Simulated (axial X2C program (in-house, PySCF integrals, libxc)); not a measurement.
## Outer orbitals of TaCl⁻ at 2.411 Å, PBE0

Calculated with an in-house all-electron X2C program for linear molecules (integrals from PySCF). Spin-free means the one-electron spin-free X2C Hamiltonian; two-component (2c) means X2C with spin–orbit coupling and atomic mean-field two-electron Coulomb and Gaunt terms, so the difference of the two also holds small scalar two-electron terms. Basis: Ta dyall-acv3z [14s15p10d7f4g], Cl dyall-av3z [9s8p3d2f] (cores contracted in-house); Gaussian nuclei, density fitting, unrestricted open shells. Masses: Ta 180.948 u, Cl 34.969 u.

The distance is close to the 2c PBE0 minimum; the highest filled and lowest empty levels are listed.

Spin-free orbitals, state M_S = 3/2, Λ = 1 (beyond evenly filled blocks: π+α, δ+α, δ-α) (Löwdin shares):

```tsv
symmetry	occupied	ε (eV)	atomic character
σα	yes	-23.25	100% Ta f
π+α	yes	-23.24	100% Ta f
π-α	yes	-23.20	100% Ta f
δ+α	yes	-23.16	100% Ta f
δ-α	yes	-23.11	100% Ta f
σβ	yes	-23.07	100% Ta f
π-β	yes	-23.01	100% Ta f
π+β	yes	-23.01	100% Ta f
φ+α	yes	-22.99	100% Ta f
φ-α	yes	-22.98	100% Ta f
δ+β	yes	-22.88	100% Ta f
δ-β	yes	-22.88	100% Ta f
φ+β	yes	-22.68	100% Ta f
φ-β	yes	-22.68	100% Ta f
σβ	yes	-17.57	77% Cl s, 7% Ta d, 6% Ta p
σα	yes	-17.54	77% Cl s, 7% Ta d, 6% Ta p
σα	yes	-5.65	81% Cl p, 8% Ta d, 6% Ta s
σβ	yes	-5.58	82% Cl p, 8% Ta d, 5% Ta s
π+α	yes	-4.69	80% Cl p, 11% Ta d, 4% Ta f
π-α	yes	-4.57	82% Cl p, 8% Ta d, 4% Ta f
π+β	yes	-4.53	84% Cl p, 7% Ta d, 4% Ta f
π-β	yes	-4.53	84% Cl p, 7% Ta d, 4% Ta f
σα	yes	-1.18	63% Ta s, 20% Ta d, 7% Cl p
δ+α	yes	-0.09	99% Ta d
δ-α	yes	0.02	99% Ta d
σβ	yes	0.14	70% Ta s, 19% Ta p, 6% Cl p
π+α	yes	0.15	83% Ta d, 6% Ta p, 6% Cl p
σβ	no	1.89	98% Ta p
π-β	no	1.90	99% Ta p
π+β	no	1.90	99% Ta p
π-α	no	1.97	98% Ta p
```

The highest filled level is positive, so this functional does not bind it, and the empty levels of an anion are set by the basis.

The lowest two-component determinant found has another configuration (Ω = 1/2 (⟨Sz⟩ = -1.44, ⟨Lz⟩ = 1.94 at PBE0)), so the levels differ by more than spin–orbit coupling. Its spinors:

```csv
ω,occupied,ε (eV),atomic character,λ mixture
-7/2,yes,-22.37,100% Ta f,100% φ
-5/2,yes,-22.31,100% Ta f,"84% δ, 16% φ"
7/2,yes,-22.22,100% Ta f,100% φ
-3/2,yes,-22.21,100% Ta f,"66% π, 34% δ"
1/2,yes,-22.20,100% Ta f,"61% σ, 39% π"
-1/2,yes,-22.19,100% Ta f,"52% σ, 48% π"
3/2,yes,-22.15,100% Ta f,"77% π, 23% δ"
5/2,yes,-22.09,100% Ta f,"90% δ, 10% φ"
-1/2,yes,-17.24,"77% Cl s, 7% Ta d, 6% Ta p",100% σ
1/2,yes,-17.19,"77% Cl s, 7% Ta d, 6% Ta p",100% σ
-1/2,yes,-5.35,"80% Cl p, 8% Ta d, 7% Ta s",100% σ
1/2,yes,-5.18,"82% Cl p, 7% Ta d, 5% Ta s",100% σ
1/2,yes,-4.46,"79% Cl p, 12% Ta d, 4% Ta f",100% π
-3/2,yes,-4.36,"80% Cl p, 11% Ta d, 4% Ta f",100% π
-1/2,yes,-4.25,"83% Cl p, 7% Ta d, 4% Ta f",100% π
3/2,yes,-4.16,"83% Cl p, 7% Ta d, 4% Ta f",100% π
-1/2,yes,-1.05,"66% Ta s, 13% Ta d, 8% Ta p",100% σ
3/2,yes,-0.35,99% Ta d,"99% δ, 1% π"
1/2,yes,-0.15,"65% Ta d, 18% Ta s, 6% Cl p","71% π, 29% σ"
1/2,yes,0.09,"53% Ta s, 26% Ta d, 10% Ta p","73% σ, 27% π"
-3/2,yes,0.23,"81% Ta d, 7% Ta p, 6% Cl p","96% π, 4% δ"
-1/2,no,1.92,99% Ta p,100% π
3/2,no,1.92,100% Ta p,100% π
1/2,no,1.93,98% Ta p,100% σ
1/2,no,1.95,99% Ta p,100% π
-3/2,no,1.96,99% Ta p,100% π
-1/2,no,1.96,97% Ta p,100% σ
```

The highest filled level is positive, so this functional does not bind it, and the empty levels of an anion are set by the basis.

(1) How does the gap between the highest filled and lowest empty level change from the spin-free to the 2c table?

Mulliken charges and populations of the two-component result (they depend on the basis, above all on diffuse functions):

Ta -0.54 e (s 11.85 p 24.32 d 23.33 f 14.04 g 0.01), Cl -0.46 e (s 5.93 p 11.50 d 0.03). ⟨Lz⟩ = 1.94 ħ and ⟨Sz⟩ = -1.44 ħ (-1.44 and 0.00 on the two atoms), which add up to Ω.

The state is one determinant whose occupation by symmetry is held fixed; it was picked as the lowest of a PBE0 search that is not exhaustive. Density functionals use the spin component along the axis (collinear). Other states lie close and PBE0, whose exact exchange favours high spin, may order them wrongly; the determinant shown need not be the ground state. The nearest other spin-free determinant of the search, M_S = 3/2, Λ = 2, lies 0.04 eV up at the distance of the search. The functionals have no current-density term, which raises determinants with orbital currents, atoms included. With several unpaired electrons one determinant need not be a pure state. The highest occupied level of some functionals is positive through self-interaction error; at Hartree–Fock it is bound. The determinant is spin-polarised beyond a pure state at some levels (its spin-free form has ⟨S²⟩ too high), which makes Re and μ there less reliable.

## Answers

(1) From 1.74 to 1.69 eV at PBE0, a change of -0.05 eV.
